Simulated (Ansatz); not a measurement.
## Worked example: GeH2(CH3)Br + C2H5ClMg → GeH2(CH3)Cl + C2H5BrMg

Species: GeH2(CH3)Br, singlet; C2H5ClMg `C[CH2][Mg][Cl]`, singlet; GeH2(CH3)Cl, singlet; C2H5BrMg `C[CH2][Mg][Br]`, singlet. The partners trade Br for Cl: Ge–Br and Mg–Cl bonds give way to Ge–Cl and Mg–Br.

Shapes, held fixed at every level: PBE0-D4/def2-TZVP. Programs: Ansatz 0.2.0. The zero-point and thermal change to 298 K, harmonic and unscaled (PBE0-D4/def2-TZVP), is +0.2 kJ/mol.

At CCSD(T)/def2-TZVPP; 1 Eh = 2625.50 kJ/mol:

```
    species   energy (Eh)
GeH2(CH3)Br  -4689.399232
   C2H5ClMg   -738.683335
GeH2(CH3)Cl  -2576.418441
   C2H5BrMg  -2851.664364
```

Problem. Work out ΔH(298 K) of the reaction at this level.

Solution. 
1. Products less reactants: (-2576.418441) + (-2851.664364) − [(-4689.399232) + (-738.683335)] = -0.000238 Eh = -0.6 kJ/mol.
2. With the thermal change: -0.6 + (+0.2) = -0.4 kJ/mol.

Other levels give -0.4 (r2SCAN-D4/def2-TZVPP) to +1.8 kJ/mol (MP2/def2-SVP). No measured value is set beside it here. Relativity is left out for Br, Ge. Outer-core shells of Br, Ge, Mg are correlated, in sets that cover them unevenly. The levels disagree on the sign, so it isn't settled. That is about zero within the method's error.
